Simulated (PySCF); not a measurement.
Static polarisabilities and like-pair C6 coefficients by linear response at PBE0/def2-SVPD (PySCF, frozen core in the response, non-relativistic, gas phase), PBE0-D3(BJ)/def2-SVP geometries, one conformer each; atomic units unless stated.

| label | species | α | C6 |
| --- | --- | --- | --- |
| P | `Cc1cccn1C` | 78.1 | 2453 |
| Q | `CS(=O)(=O)Cl` | 56.1 | 1350 |
| R | `CC1=CC=C(OC(F)F)O1` | 79.3 | 2784 |
| S | `C=CC(=C)[C@@H](F)CF` | 77.8 | 2441 |
| T | `CSc1ccc(Cl)cc1` | 121.1 | 5142 |
| U | `C=CP(=O)(C=C)C=C` | 99.9 | 3739 |

**Question.** Estimate the unlike-pair coefficients by the rule C6(AB) = 2·C6(AA)·C6(BB) / [C6(AA)·αB/αA + C6(BB)·αA/αB], and compare with the geometric mean, for PQ, PR, PS, PT, QT, RS, ST and SU.

**Answer.** 
```
pair  combination rule  geometric mean  ratio
  PQ              1819            1820  1.000
  PR              2610            2613  0.999
  PS              2447            2447  1.000
  PT              3543            3552  0.998
  QT              2622            2635  0.995
  RS              2604            2607  0.999
  ST              3534            3543  0.998
  SU              3019            3021  0.999
```

The rule is exact for one-pole polarisabilities and never exceeds the geometric mean; the two meet where both partners have the same effective excitation energy. These unlike-pair values are estimates, not computed integrals.
